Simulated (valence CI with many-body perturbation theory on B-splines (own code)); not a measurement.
Values are calculated unless marked as measured or tabulated.
Nd⁴⁵⁺: magnetic and hyperfine properties of the levels

Level of theory: relativistic CI+MBPT: five valence electrons over a frozen Dirac-Fock core [Ne], a basis of 11 s, 11 p, 10 d, 8 f, 5 g, 2 h functions for each j, with the one-electron correlation potential Σ1, the two-electron term Σ2, the three-electron term Σ3, Breit, model QED; selected CI, second order for the rest, scaled by the run's own slope (own B-spline code, finite nucleus).

No measured spectrum was set against this ion. As an estimate, large intervals hold to a few tenths of a per cent, small ones and those within an open d or f shell to about a per cent. Among the levels kept, up to 3100 cm⁻¹ of a level comes from second order outside the variational space, and about a tenth of that is noise between levels of different J, which matters for small intervals.

A/g_I is the dipole constant over the nuclear g factor μ/I (μ in nuclear magnetons, uniformly magnetised nucleus), B/Q the quadrupole constant per barn. Both hold the static response of the core; the bare values leave it out. Large factors of s and p1/2 electrons are usually good to 5 to 10 %; those of open d and f shells near neutrality can be off by tens of per cent, and small factors of p3/2, d and f electrons come from cancelling terms and can be off by a factor of two or in sign, in half-filled shells by more. B is blank for J = 1/2, where it vanishes, and for nearly pure S terms. Energies count from the lowest level.

Levels are named by their leading jj configuration (3d3/2^4 stands for four electrons in 3d with j = 3/2), which in mixed levels can hold well under half, so a name can repeat and another be missing. Letters in brackets count levels of one name in rising energy.

| Level | E (eV) | g | A/g_I (MHz) | A/g_I bare | B/Q (MHz/b) | B/Q bare |
| --- | --- | --- | --- | --- | --- | --- |
| (3s^2 3p1/2^2 3p3/2) J=3/2 | 0.00 | 1.372 | 97100 | 97000 | 179000 | 176000 |
| (3s^2 3p1/2 3p3/2^2) J=3/2 | 120.87 | 1.447 | -17300 | -14700 | 26700 | 26200 |
| (3s^2 3p1/2 3p3/2^2) J=5/2 | 130.19 | 1.192 | 223000 | 219000 | -480 | -468 |
| (3s^2 3p1/2 3p3/2^2) J=1/2 | 141.79 | 0.655 | 706000 | 690000 |  |  |
| (3s^2 3p1/2^2 3d3/2) J=3/2 | 174.78 | 0.780 | 50200 | 51600 | 23700 | 25100 |
| (3s^2 3p1/2^2 3d5/2) J=5/2 | 211.81 | 1.234 | 60200 | 61100 | 7640 | 9420 |
| (3s 3p1/2^2 3p3/2^2) J=5/2 | 248.40 | 1.440 | 443000 | 435000 | 77800 | 76600 |
| (3s^2 3p3/2^3) J=3/2 | 264.05 | 1.292 | 105000 | 104000 | -205000 | -202000 |
| (3s 3p1/2^2 3p3/2^2) J=1/2 | 270.23 | 2.141 | 1900000 | 1850000 |  |  |
| (3s 3p1/2^2 3p3/2^2) J=3/2 | 270.46 | 1.151 | -227000 | -218000 | -36400 | -35700 |
| (3s^2 3p1/2 3p3/2 3d3/2) J=5/2 [a] | 294.53 | 0.957 | 169000 | 167000 | -26400 | -25100 |
| (3s^2 3p1/2 3p3/2 3d3/2) J=3/2 [a] | 296.21 | 0.918 | 161000 | 160000 | -119000 | -117000 |
| (3s^2 3p1/2 3p3/2 3d3/2) J=1/2 [a] | 296.57 | 0.209 | 258000 | 254000 |  |  |
| (3s^2 3p1/2 3p3/2 3d3/2) J=7/2 | 303.76 | 1.051 | 164000 | 162000 | 175000 | 173000 |
| (3s^2 3p1/2 3p3/2 3d5/2) J=7/2 [a] | 324.94 | 1.306 | -20800 | -18000 | 208000 | 206000 |
| (3s^2 3p1/2 3p3/2 3d3/2) J=5/2 [b] | 325.92 | 1.208 | 42000 | 43600 | 149000 | 147000 |
| (3s^2 3p1/2 3p3/2 3d5/2) J=3/2 [a] | 329.76 | 1.422 | -25700 | -22400 | -75500 | -73900 |
| (3s^2 3p1/2 3p3/2 3d3/2) J=3/2 [b] | 332.15 | 1.217 | -1130 | 1580 | 6560 | 5880 |
| (3s^2 3p1/2 3p3/2 3d3/2) J=1/2 [b] | 332.46 | 1.670 | 484000 | 473000 |  |  |
| (3s^2 3p1/2 3p3/2 3d5/2) J=5/2 [a] | 334.45 | 1.158 | 184000 | 182000 | -127000 | -124000 |
| (3s^2 3p1/2 3p3/2 3d5/2) J=9/2 | 334.88 | 1.196 | 122000 | 121000 | 183000 | 182000 |
| (3s^2 3p1/2 3p3/2 3d5/2) J=7/2 [b] | 353.24 | 1.103 | 139000 | 138000 | 30200 | 31300 |
| (3s^2 3p1/2 3p3/2 3d5/2) J=5/2 [b] | 354.81 | 1.224 | -10500 | -8280 | 43600 | 44100 |
| (3s^2 3p1/2 3p3/2 3d5/2) J=3/2 [b] | 359.39 | 0.940 | 194000 | 191000 | 27300 | 27300 |
| (3s^2 3p1/2 3p3/2 3d5/2) J=1/2 | 361.46 | 1.287 | -229000 | -220000 |  |  |
| (3s 3p1/2 3p3/2^3) J=3/2 [a] | 382.11 | 1.393 | 301000 | 296000 | -171000 | -168000 |
| (3s 3p1/2 3p3/2^3) J=5/2 | 393.59 | 1.276 | 532000 | 521000 | -224000 | -220000 |
| (3s 3p1/2 3p3/2^3) J=1/2 | 409.57 | 1.326 | -457000 | -442000 |  |  |
| (3s 3p1/2 3p3/2^3) J=3/2 [b] | 410.75 | 1.147 | 207000 | 205000 | -388 | -350 |
| (3s 3p1/2^2 3p3/2 3d3/2) J=5/2 [a] | 416.96 | 1.298 | 363000 | 357000 | 51400 | 50300 |
| (3s 3p1/2^2 3p3/2 3d3/2) J=3/2 [a] | 418.66 | 1.325 | 254000 | 251000 | -3540 | -4390 |
| (3s 3p1/2^2 3p3/2 3d3/2) J=1/2 [a] | 419.73 | 2.552 | 1130000 | 1110000 |  |  |
| (3s 3p1/2^2 3p3/2 3d3/2) J=7/2 | 423.33 | 1.313 | 349000 | 344000 | 157000 | 155000 |
| (3s 3p1/2^2 3p3/2 3d3/2) J=3/2 [b] | 437.33 | 0.988 | 115000 | 115000 | -105000 | -103000 |
| (3s 3p1/2^2 3p3/2 3d5/2) J=9/2 | 447.91 | 1.380 | 282000 | 279000 | 173000 | 172000 |
| (3s 3p1/2^2 3p3/2 3d3/2) J=5/2 [b] | 449.60 | 0.870 | -77400 | -73200 | 118000 | 117000 |
| (3s^2 3p3/2^2 3d3/2) J=5/2 | 449.62 | 1.185 | 138000 | 138000 | -30300 | -30300 |
| (3s^2 3p3/2^2 3d3/2) J=7/2 | 450.66 | 1.146 | 80200 | 80800 | 41900 | 42300 |
| (3s^2 3p3/2^2 3d3/2) J=3/2 [a] | 451.23 | 1.183 | 44000 | 45400 | -58300 | -58200 |
| (3s^2 3p3/2^2 3d3/2) J=1/2 | 451.69 | 1.497 | -27600 | -25900 |  |  |

**Question.** Take the isotope of mass number 145, with I = 7/2, μ = -0.656 μN, leaving out the quadrupole term. What is the hyperfine structure of (3s^2 3p1/2 3p3/2^2) J=3/2?

**Answer.** From the table A = 3240 MHz. Shifts from the centre of gravity in MHz: F = 2: -21900, F = 3: -12200, F = 4: 810, F = 5: 17000.
